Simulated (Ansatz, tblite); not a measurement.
Adding an electron: the cluster Sn₉Au⁺. Total charge 1; singlet. Geometry: r2SCAN-D4/def2-SVP. Ansatz, gas phase; energy differences of separate SCF runs; the reduced species was run as a doublet alone.

Cartesian coordinates in Å:
```
Au -2.478 0.404 1.141
Sn 0.201 -0.083 -2.431
Sn 2.604 -1.018 -0.658
Sn -0.043 -1.063 0.997
Sn 0.113 -2.933 -1.179
Sn 2.207 0.201 2.257
Sn 1.520 1.891 -0.267
Sn -0.282 1.852 2.222
Sn -1.489 1.992 -0.909
Sn -2.351 -1.244 -1.172
```

In the def2 sets Au, Sn take a core potential; there is no spin–orbit coupling. The xTB rows come from tblite. The structure comes from a short search, and lower isomers may exist.

```json
{"level": "GFN1-xTB", "−HOMO (eV)": "13.31", "−LUMO (eV)": "12.13", "vertical EA (eV)": "10.10", "HOMO–LUMO gap (eV)": "1.18"}
{"level": "GFN2-xTB", "−HOMO (eV)": "13.70", "−LUMO (eV)": "12.44", "vertical EA (eV)": "10.49", "HOMO–LUMO gap (eV)": "1.26"}
{"level": "PBE-D4/def2-SVP", "−HOMO (eV)": "8.17", "−LUMO (eV)": "7.17", "vertical EA (eV)": "5.52", "HOMO–LUMO gap (eV)": "1.00"}
{"level": "PBE0-D4/def2-SVP", "−HOMO (eV)": "8.79", "−LUMO (eV)": "6.73", "vertical EA (eV)": "5.58", "HOMO–LUMO gap (eV)": "2.06"}
```

 Raw xTB energy differences between charge states are shifted by several eV; the methods need an empirical correction for them.
